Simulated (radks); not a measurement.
Charge is removed step by step from the 3d level of Zr+, starting from [Kr] 4d2 5s1. Method: scalar-relativistic Kohn-Sham, PBEsol, spin-unpolarised, spherical densities, finite nucleus; Fermi nuclear charge, rms radius 4.2694 fm; computed with a radial shooting solver on a logarithmic mesh with Libxc functionals.

| removed (e) | E - E(0) (eV) | eigenvalue (eV) | E minus straight line (eV) |
|---|---|---|---|
| 0 | 0.000 | -181.39 | 0.000 |
| 0.25 | 46.288 | -189.11 | -2.986 |
| 0.5 | 94.532 | -197.05 | -4.015 |
| 0.75 | 144.78 | -205.18 | -3.036 |
| 1 | 197.09 | -213.51 | 0.000 |

Removing the whole electron costs 197.09 eV by Delta-SCF, against 181.39 eV from minus the eigenvalue at the starting occupation. Slater's transition state (half an electron removed) gives 197.05 eV. Integrating minus the eigenvalue over the occupation (Janak's theorem) gives 197.18 eV. In this scalar-relativistic scheme the density is built from large components alone, so the theorem holds only approximately. The mean slope of the eigenvalue, de/dn, is 32.1 eV per electron.
